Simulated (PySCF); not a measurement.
tellurium hexafluoride anion (F₆Te), SMILES F[Te](F)(F)(F)(F)F (connectivity only; charge and spin as stated), charge -1, multiplicity 2.

Geometry optimised at PBE-D3(BJ)/def2-SVPD. The spin state was assumed, not searched. The def2 effective core potentials stand for the cores of Te; spin–orbit coupling is left out.

Two levels are set side by side: PBE/def2-SVPD (PySCF) and B3LYP/def2-SVPD (PySCF). Same geometry, gas phase. Differences are taken from unrounded values.

```csv
quantity,B3LYP
α-spin orbital gap (eV),6.77
β-spin orbital gap (eV),5.05
mean polarisability (bohr³),60.7
```

Problem. What does PBE give, and how far is it from B3LYP? (The exact figures need the calculation; the answer reports its results.)

Solution. 
```csv
quantity,PBE,PBE minus B3LYP
α-spin orbital gap (eV),5.10,-1.66
β-spin orbital gap (eV),2.81,-2.24
mean polarisability (bohr³),64.0,3.2
```

PBE's more diffuse valence density responds more strongly to a field. Differences between two approximate levels are no errors against the true value.

Rough cost on one machine, each run with all the roots and properties that it gave: B3LYP against PBE within a factor of 2.
